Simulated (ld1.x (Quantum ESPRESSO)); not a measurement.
**lead (Pb): one change to a TM potential, before and after**

```
Element                 : Pb (Z = 82)
Generator               : ld1.x (Quantum ESPRESSO) 7.5
Type                    : norm-conserving Troullier–Martins (Kleinman–Bylander form)
Functional              : PBEsol
Relativity              : scalar-relativistic
Frozen core             : [Xe] 4f14
Valence charge          : 14
Reference configuration : 5d10 6s1.5 6p2.5
Partial waves           : 6s (bound): rc 1.85 bohr; 6p (bound): rc 1.95 bohr; 5d (bound): rc 1.10 bohr
Local potential         : the d channel
Core correction         : none
```

Change: wave 6s (bound): rc 1.85 bohr becomes 6s (bound): rc 1.24 bohr.

Cutoffs: the cutoffs (Ry, on a coarse ladder) from which the occupation-weighted sum of valence levels, in a spherical-Bessel basis at the reference potential, stays within 10 and 1 mRy of its value at 400 Ry; they do not see the model core or the augmentation charge, which bear on the density cutoff. Errors are all-electron minus pseudo energies relative to the spin-unpolarised reference configuration.

Q: What does the change do?

A: Both files keep a bound ghost (p, s); of the 7 tests that both files solve, the error grows in 5 and shrinks in 2 by more than 15 % and 0.3 meV (median size 3.5 → 8.4 meV).

| quantity | base | changed |
| --- | --- | --- |
| cutoff, loose | 80 Ry | 230 Ry |
| cutoff, tight | 140 Ry | over 300 Ry |
| loose cutoff by channel (10 mRy a level) | s 18 Ry, p 25 Ry, d 45 Ry | s 180 Ry, p 25 Ry, d 45 Ry |
| bound ghosts | s, p | s, p |
| error for 5d10 6s2 6p2, meV [ΔE -4.34 eV] | +0.1 | +7.3 |
| error for 5d10 6s2 6p1, meV [ΔE 2.26 eV] | -3.5 | +6.0 |
| error for 5d10 6s2 6p0, meV [ΔE 15.71 eV] | -10 | -3.7 |
| error for 5d10 6s0 6p4, meV [ΔE 13.57 eV] | -18 | +262 |
| error for 5d10 6s2 6p1.5, meV [ΔE -1.84 eV] | -0.2 | +8.4 |
| error for 5d10 6s1 6p3, meV [ΔE 4.43 eV] | -2.2 | +11 |
| error for 5d10 6s1 6p0, meV [ΔE 48.19 eV] | -20 | -16 |
| s: phases at 2.14 bohr within 0.05 rad from the reference energy up to (Ry; the scan ends near 5) | 4.0 | to the end of the scan |
| p: phases at 2.14 bohr within 0.05 rad from the reference energy up to (Ry; the scan ends near 5) | 0.5 | 0.5 |
| d: phases at 2.14 bohr within 0.05 rad from the reference energy up to (Ry; the scan ends near 5) | 3.4 | 3.4 |

 A true bound ghost makes a file unfit for plane-wave use even where its test errors are small: the radial tests pick states by their node count and pass the ghost by.
